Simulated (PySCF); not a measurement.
## Beryllium: a sound run and one with changed settings

Sound run: Be²⁺ 1s2, Be³⁺ 1s1. Calculation: PySCF 2.14, in cc-pVTZ (4s3p2d1f, 30 functions); no relativity, point nucleus. The sound run starts from symmetry-adapted Hartree-Fock orbitals and uses a fine grid where one is needed.

Changed run: radial step 1.2 in ln r (0.13 in the sound run). This setting is unsound on purpose.

```
species  method  sound run (hartree)  changed run (hartree)  converged
   Be²⁺     UHF            -13.61116              -13.61116        yes
   Be²⁺    TPSS            -13.66213              -13.69927        yes
   Be²⁺     PBE            -13.61860              -13.64645        yes
   Be³⁺     UHF             -7.97931               -7.97931        yes
   Be³⁺    TPSS             -7.97919               -8.00144        yes
   Be³⁺     PBE             -7.96101               -7.98166        yes
```

Ionisation energy of Be²⁺:

```json
{"method": "UHF", "sound run (eV)": "153.25", "changed run (eV)": "153.25"}
{"method": "TPSS", "sound run (eV)": "154.64", "changed run (eV)": "155.05"}
{"method": "PBE", "sound run (eV)": "153.95", "changed run (eV)": "154.15"}
```

A coarse radial grid mis-integrates the density and the exchange-correlation energy, with errors of either sign; Hartree-Fock needs no grid.

For comparison, NIST gives 153.90 eV between the lowest levels.
